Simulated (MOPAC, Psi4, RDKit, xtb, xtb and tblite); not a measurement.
Two geometries of SMILES COCCO[SiH3] (C3H10O2Si), relaxed at GFN2-xTB with one dihedral held; other torsions can differ between them too.

Structure A

```
16

C      2.1961    -0.7219     0.0147
O      0.9366    -0.2107     0.3727
C      0.5607     0.9060    -0.3922
C     -0.8029     1.3893     0.0952
O     -1.2535     2.4978    -0.6113
Si    -1.6268     2.6779    -2.1774
H      2.9851     0.0264     0.1594
H      2.3799    -1.5745     0.6647
H      2.2100    -1.0491    -1.0323
H      0.4916     0.6396    -1.4592
H      1.2983     1.7174    -0.2915
H     -0.7281     1.6743     1.1494
H     -1.5181     0.5627     0.0107
H     -0.4488     2.5855    -3.0476
H     -2.5877     1.6635    -2.6210
H     -2.1765     4.0211    -2.1207
```

Structure B

```
16

C      0.1444    -1.3863     0.1921
O      0.8654    -0.2005     0.4286
C      0.4282     0.9069    -0.3136
C     -0.9232     1.4718     0.1486
O     -1.1060     2.7817    -0.2815
Si    -1.2164     3.3890    -1.7797
H      0.1114    -1.6213    -0.8786
H      0.6776    -2.1754     0.7188
H     -0.8798    -1.3269     0.5750
H      0.3766     0.6662    -1.3865
H      1.1873     1.6787    -0.1618
H     -0.9434     1.4817     1.2445
H     -1.7470     0.8447    -0.2146
H      0.0402     3.2674    -2.5253
H     -2.2583     2.7037    -2.5530
H     -1.5536     4.7596    -1.4385
```

Which is lower in energy at the level B3LYP-D3(BJ)/def2-TZVP // GFN2-xTB run with Psi4, and by how much?

A is lower, by 7.41 kJ/mol (dihedral O2–C3–C4–O5: 180° in A, 160° in B).

E(B) − E(A) in kJ/mol at the other levels, on the same two geometries: GFN2-xTB (xtb and tblite) -0.37; MMFF94 // GFN2-xTB (RDKit) 9.21; B3LYP/def2-TZVP // GFN2-xTB (Psi4) 9.34; PBE/def2-TZVP // GFN2-xTB (Psi4) 8.28; PBE-D3(BJ)/def2-TZVP // GFN2-xTB (Psi4) 7.11; UFF // GFN2-xTB (RDKit) 9.94; AM1, restricted, heats of formation // GFN2-xTB (MOPAC) 0.28; PM6, restricted, heats of formation // GFN2-xTB (MOPAC) -7.35; GFN1-xTB // GFN2-xTB (xtb) 2.04.
